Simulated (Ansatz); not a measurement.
Reaction (ligand exchange at the Hf–Br bond): `[OH][Hf]([F])([Cl])[Br]` + H₂Se → `[OH][Hf]([F])([Cl])[SeH]` + HBr

Program: Ansatz. Geometries: PBE0-D4/def2-TZVP. ΔE: electronic, gas phase. CCSD(T)/CBS is the MP2 limit (def2-TZVPP, def2-QZVPP) plus CCSD(T) − MP2 in def2-TZVPP, frozen cores. Elements past krypton have def2 core potentials. For Br, Hf, Se outer-core shells are correlated without core-valence functions, which leaves a few kJ/mol of doubt a bond. Scalar relativity is left out up to krypton. One conformer a species, not always the lowest.

`[OH][Hf]([F])([Cl])[Br]`:

```xyz
6

O     0.661   -1.297    0.233
Hf   -0.219    0.356    0.016
F    -0.780    0.974    1.715
Cl   -2.104    0.074   -1.345
Br    1.349    2.027   -0.989
H     1.093   -2.135    0.370
```

H₂Se:

Z-matrix (Å, degrees):
```
Se
H 1 1.467
H 1 1.467 2 91.2
```

`[OH][Hf]([F])([Cl])[SeH]`:

```xyz
7

O    -1.728   -0.360    0.602
Hf   -0.011    0.305    0.184
F     1.046    0.559    1.739
Cl   -0.136    2.357   -0.951
Se    1.075   -1.507   -1.293
H    -2.592   -0.588    0.930
H     2.346   -0.767   -1.212
```

HBr:

Cartesian coordinates in Å:
```
Br 0.579 0.055 -0.408
H -0.579 -0.055 0.408
```

```
                   species  MP2/def2-TZVPP energy (Eh)
 `[OH][Hf]([F])([Cl])[Br]`                 -3255.98491
                      H₂Se                 -2401.29111
`[OH][Hf]([F])([Cl])[SeH]`                 -3083.96389
                       HBr                 -2573.28961
```

Question: Work out ΔE.

Answer: ΔE = (-3083.96389) + (-2573.28961) − (-3255.98491) − (-2401.29111) = 0.02252 Eh = +59.1 kJ/mol. CCSD(T)/CBS gives +60.0 kJ/mol.

Largest T1 diagnostic among the species: 0.014.

In def2-TZVPP, CCSD(T) changes the Hartree–Fock value by −14.1 kJ/mol (the triples alone add −2.1 kJ/mol) and MP2 by −14.6 kJ/mol.
